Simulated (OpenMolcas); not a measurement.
Tm2+: moving the ligands

Tm2+ with 8 ligands (fluoride) in square antiprismatic coordination (D4d) at 2.47 Å. A charge of +0.75 e stands 2.8 Å behind each ligand. Ligand basis ANO-RCC-VDZP.

```yaml
Program: OpenMolcas
Method: CASSCF
Basis: ANO-RCC-VTZP [8s7p5d3f2g1h]
Scalar_Hamiltonian: DKH2, point nucleus
Active_space: 13 electrons in 7 orbitals (4f)
State_averaging: 2S+1 = 2 odd, 7 roots
Spin-orbit_coupling: RASSI with atomic mean-field integrals over the reference wave functions
```

Runs around this geometry, states. Energies in cm-1 above the lowest state or level, χT in cm3 K/mol.

```csv
R (Å),Ground state,First state of that spin,First gap with spin-orbit (degeneracies),Width of lowest J,χT at 300 K
2.41,2S+1 = 2,4.7,"6.6 (2, 2)",385,2.505
2.47,2S+1 = 2,10.8,"7.0 (2, 2)",357,2.518
2.55,2S+1 = 2,26.8,"21.1 (2, 2)",332,2.530
```

Taking the width of the lowest J multiplet as R^-n, n = -ln(332 / 385) / ln(2.55 / 2.41) = 2.6 between the shortest and longest distance.

Without dynamic correlation the ligand-field splitting of an f shell can come out too small, at times by half. No measured value stands beside these numbers; the geometry was imposed, not optimised, and the real ion may take another.

A state without a sure symmetry label is named by its multiplicity alone.
